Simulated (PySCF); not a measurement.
**Radial density of Bi⁺ (bismuth, charge +1)**

UHF, [Xe] 4f14 5d10 6s1 6p3, high-spin 5S determinant (an excited configuration). Calculation: PySCF 2.14, in x2c-QZVPPall (16s10p9d6f1g, 142 functions); the spin-free X2C one-electron Hamiltonian (Gaussian nucleus).

```tsv
r (bohr)	4πr²ρ (e/bohr)	4πr²(ρα − ρβ)
0.0170	104.6	0.0157
0.0286	118.4	0.0387
0.0482	158.1	0.0260
0.0811	123.7	-0.0202
0.136	148.5	0.0727
0.229	85.63	0.0283
0.386	96.45	0.0241
0.649	32.93	0.3584
1.09	19.23	-0.1774
1.84	4.698	1.8242
3.09	1.314	1.2547
5.19	0.07995	0.0799
8.74	7.521e-05	0.0001
```

Densities and radii are taken from the X2C orbitals without a picture-change correction, which distorts them close to the nucleus.

Spin-orbit coupling, which splits the p, d and f shells strongly at this Z, is absent. Spin-orbit coupling is strong in this species (close to jj coupling), so the high-spin LS determinant is a model state, not a physical level.

(1) Where is the radial spin density 4πr²(ρα − ρβ) most negative, and why is it negative at all?

## Answers

(1) Around r = 1.09 bohr, down to -0.1774 e/bohr: exchange with the open shell polarises the paired shells in an unrestricted calculation.
